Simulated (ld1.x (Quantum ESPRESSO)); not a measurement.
# Scattering properties, TM potential for O

oxygen, norm-conserving Troullier–Martins (Kleinman–Bylander form), made with ld1.x (Quantum ESPRESSO) 7.5 (revPBE, non-relativistic). Core [He], reference 2s2 2p2.5 (charge +1.5). Waves: 2p (bound): rc 1.60 bohr; 2s (bound): rc 0.60 bohr. Local part: the s channel. Core correction: none.

The phase is arctan(r·u′/u) with u = r·R(r), unwrapped; energies in Ry, scanned from -6 to 5 Ry. A pole is an energy at which the radial function vanishes at the test radius. The pseudo phase is shifted by a multiple of π to meet the all-electron one at the reference energy, and phase errors are pseudo minus all-electron; the curves can meet again beyond the range given. Levels narrower than the energy grid can be missing from the lists of poles.

Task: For each channel, where are the poles, and over which energies does the pseudopotential scatter like the atom?

Result:

| channel | radius (bohr) | reference energy (Ry) | poles, all-electron | poles, pseudo | unbroken range about the reference energy with phases within 0.05 rad | phase error 1 Ry above the reference energy (rad) |
| --- | --- | --- | --- | --- | --- | --- |
| s | 1.76 | -3.58 | -2.81 | -2.81 | below 2.3 | -0.000 |
| p | 1.76 | -2.45 | -1.74 | -1.74 | below 1.3 | +0.003 |

Phases in the p channel:

```
E (Ry)  all-electron  pseudo
 -6.00         1.281   1.281
 -5.74         1.269   1.270
 -5.48         1.256   1.256
 -5.22         1.240   1.240
 -4.96         1.221   1.222
 -4.70         1.198   1.199
 -4.44         1.169   1.170
 -4.18         1.131   1.133
 -3.92         1.079   1.081
 -3.66         1.001   1.003
 -3.40         0.872   0.875
 -3.14         0.625   0.629
 -2.88         0.085   0.088
 -2.62        -0.713  -0.713
 -2.36        -1.193  -1.193
 -2.10        -1.416  -1.415
 -1.84        -1.538  -1.536
 -1.58        -1.616  -1.614
 -1.32        -1.673  -1.669
 -1.06        -1.718  -1.714
 -0.80        -1.757  -1.752
 -0.54        -1.793  -1.786
 -0.28        -1.828  -1.819
 -0.02        -1.864  -1.852
  0.24        -1.902  -1.887
  0.50        -1.945  -1.925
  0.76        -1.993  -1.966
  1.02        -2.050  -2.015
  1.28        -2.120  -2.072
  1.54        -2.209  -2.142
  1.80        -2.324  -2.228
  2.06        -2.477  -2.340
  2.32        -2.682  -2.485
  2.58        -2.945  -2.674
  2.84        -3.249  -2.912
  3.10        -3.547  -3.188
  3.36        -3.796  -3.466
  3.62        -3.987  -3.709
  3.88        -4.128  -3.903
  4.14        -4.234  -4.052
  4.40        -4.315  -4.165
  4.66        -4.378  -4.252
  4.92        -4.429  -4.321
```
